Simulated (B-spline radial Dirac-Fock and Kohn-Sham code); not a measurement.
Subshell photoionisation cross sections of Sn²⁺ against photon energy

System: Sn²⁺ in the configuration [Kr] 4d10 5s2.

Method: a relativistic central-field model (Hartree-Slater potential of the initial state, Latter tail, multipole expansion of the photon field, Dirac-Fock thresholds). Computed with an atomic code on a B-spline grid. Values are in kb per electron; a dash marks an energy below the computed threshold.

| hν (eV) | 1s | 2p1/2 | 3p1/2 | 3d5/2 | 4d3/2 |
| --- | --- | --- | --- | --- | --- |
| 97.9 | – | – | – | – | 249 |
| 105 | – | – | – | – | 141 |
| 173 | – | – | – | – | 50.6 |
| 204 | – | – | – | – | 66.3 |
| 779 | – | – | – | 178 | 17.7 |
| 821 | – | – | 66.5 | 158 | 15.8 |
| 894 | – | – | 61.7 | 130 | 13.1 |
| 1860 | – | – | 22.0 | 17.4 | 2.07 |
| 1940 | – | – | 20.4 | 15.4 | 1.84 |
| 4250 | – | 29.4 | 3.94 | 1.21 | 0.166 |
| 6750 | – | 8.64 | 1.27 | 0.231 | 0.0340 |
| 15400 | – | 0.764 | 0.130 | 0.00961 | 0.00154 |
| 17000 | – | 0.562 | 0.0972 | 0.00644 | 0.00104 |
| 27500 | – | 0.122 | 0.0224 | 0.000884 | 0.000149 |
| 46500 | 1.06 | 0.0217 | 0.00418 | 9.53e-05 | 1.69e-05 |
| 49400 | 0.897 | 0.0178 | 0.00343 | 7.35e-05 | 1.31e-05 |
| 68900 | 0.358 | 0.00584 | 0.00115 | 1.77e-05 | 3.25e-06 |
| 123000 | 0.0690 | 0.000836 | 0.000169 | 1.53e-06 | 2.95e-07 |
| 128000 | 0.0616 | 0.000732 | 0.000148 | 1.29e-06 | 2.51e-07 |
| 142000 | 0.0457 | 0.000519 | 0.000105 | 8.43e-07 | 1.65e-07 |

At 142000 eV the multipoles beyond E1 give 30.1 % of 1s, 47.5 % of 2p1/2, 47.2 % of 3p1/2, 66.7 % of 3d5/2, 65.8 % of 4d3/2.

Run: 5.6 s of CPU time on 1 thread of Neoverse-V1 (shared host), peak memory 0.38 GiB.
